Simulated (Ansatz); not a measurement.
## Worked example: BH2(OH) + SbH2 → BH2O + SbH3

Species: BH2(OH), singlet; SbH2 `[SbH2]`, doublet; BH2O `B[O]`, doublet; SbH3 (stibine) `[SbH3]`, singlet. A radical takes H: the energy is the difference in strength between the O–H bond broken and the Sb–H bond made.

Shapes, held fixed at every level: PBE0-D4/def2-TZVP. Programs: Ansatz 0.2.0. The zero-point and thermal change to 298 K, harmonic and unscaled (PBE0-D4/def2-TZVP), is -17.9 kJ/mol.

At CCSD(T)/def2-TZVPP; 1 Eh = 2625.50 kJ/mol:

```
species  energy (Eh)
BH2(OH)  -101.752038
   SbH2  -240.757611
   BH2O  -101.079602
   SbH3  -241.368975
```

Q: Work out ΔH(298 K) of the reaction at this level.

A: 
1. Products less reactants: (-101.079602) + (-241.368975) − [(-101.752038) + (-240.757611)] = 0.061072 Eh = +160.3 kJ/mol.
2. With the thermal change: +160.3 + (-17.9) = +142.4 kJ/mol.

Other levels give +116.3 (r2SCAN-D4/def2-TZVPP) to +144.1 kJ/mol (CCSD/def2-TZVPP). No measured value is set beside it here. Open shells run unrestricted unless RO is named. For atoms past krypton def2 sets carry core potentials with scalar relativity. Correlated rows may include outer-core shells of Sb, which these sets cover unevenly.
